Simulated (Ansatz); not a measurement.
Geometry optimisation, RKS r2SCANh-D4/cc-pVDZ in Ansatz 0.2.0.

The input (input.yaml):

```yaml
crystal:
  periodic: [false, false, false]
  atoms:
    - { symbol: B, position_ang: [0.092274, 0.153153, -0.129945] }
    - { symbol: H, position_ang: [-0.420427, 0.174472, 0.945461] }
    - { symbol: Cl, position_ang: [1.653935, 0.846734, -0.426609] }
    - { symbol: Cl, position_ang: [-0.867314, -0.474084, -1.507767] }
    - { symbol: O, position_ang: [0.286948, -2.191486, 0.971811] }
    - { symbol: Al, position_ang: [-0.872001, -2.937364, -0.133134] }
    - { symbol: H, position_ang: [-0.234514, -3.854893, -1.244224] }
    - { symbol: H, position_ang: [-2.41452, -2.849936, 0.239968] }
    - { symbol: H, position_ang: [-0.063081, -1.537196, 1.617138] }
basis:
  gaussian: { orbitals: cc-pVDZ }
hamiltonian:
  xc: r2scanh
  dispersion: d4
relax:
  f_tol: 0.03
  max_steps: 50
```

Command:

```bash
$ ansatz run input.yaml --threads 4 --pin off --max-ram 5120MiB --backend cpu --events-out ev --progress --plain --runs-dir out
```

Question: Where does it end, and by what steps?

Answer: It converged. The force dipped under the threshold on the way, but the program's further checks kept it going. After 31 steps the energy has fallen by 1.376 eV; Cl3 moved furthest, 0.82 Å. Joined: B1–O5 (2.60 → 1.50 Å).

```
step  energy less start (eV)  largest force component (eV/Å)  accepted
   0                  0.0000                           0.950       yes
   2                 -0.1659                           2.437       yes
   4                 -0.9788                           1.820       yes
   6                 -1.3281                           0.529       yes
   8                 -1.3619                           0.153       yes
  10                 -1.3662                           0.084       yes
  12                 -1.3684                           0.037       yes
  14                 -1.3693                           0.043       yes
  16                 -1.3701                           0.084       yes
  18                 -1.3640                           0.901        no
  20                 -1.3719                           0.015       yes
  22                 -1.3728                           0.379        no
  24                 -1.3748                           0.149       yes
  26                 -1.3754                           0.122       yes
  28                 -1.3758                           0.068       yes
  30                 -1.3759                           0.046       yes
  31                 -1.3760                           0.013       yes
```

```xyz
9
Properties=species:S:1:pos:R:3
B 0.165 -0.237 0.217
H -0.324 0.651 0.858
Cl 1.752 0.040 -0.556
Cl -1.232 -0.592 -1.334
O 0.074 -1.591 0.848
Al -0.888 -2.685 -0.435
H 0.104 -3.522 -1.326
H -2.171 -3.206 0.330
H -0.318 -1.530 1.731
```

Whether the end is a true minimum wasn't checked by a vibrational analysis.

Time of the run: 110 s on 4 threads of Arm Neoverse V1 (shared host), peak memory 0.28 GiB.
